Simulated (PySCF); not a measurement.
## Dipole response of Mg⁺ (magnesium, charge +1)

[Ne] 3s1, 2S determinant. Computed with PySCF 2.14 in dyall-acv3z (20s13p7d4f, 122 functions), with scalar relativity by spin-free X2C-1e. Coupled (time-dependent) response in atomic units; α is the mean over directions.

```csv
method,mean α (bohr³),C₆ (like pair),S(−4)
wB97X-V,36.03,160.6,1388
```

S(−4) is the Cauchy moment in α(ω) = α(0) + S(−4) ω² + …

α(iu) at wB97X-V:

| u (hartree) | α(iu) (bohr³) |
| --- | --- |
| 0 | 36.03 |
| 0.0500 | 32.87 |
| 0.100 | 26.05 |
| 0.200 | 14.40 |
| 0.300 | 8.416 |
| 0.500 | 3.844 |
| 0.750 | 2.063 |
| 1.00 | 1.372 |
| 1.50 | 0.8213 |
| 2.00 | 0.5895 |
| 3.00 | 0.3711 |
| 5.00 | 0.1950 |

For an ion, C₆ is the dispersion term alone; charge-induced terms of lower order in 1/R come first.
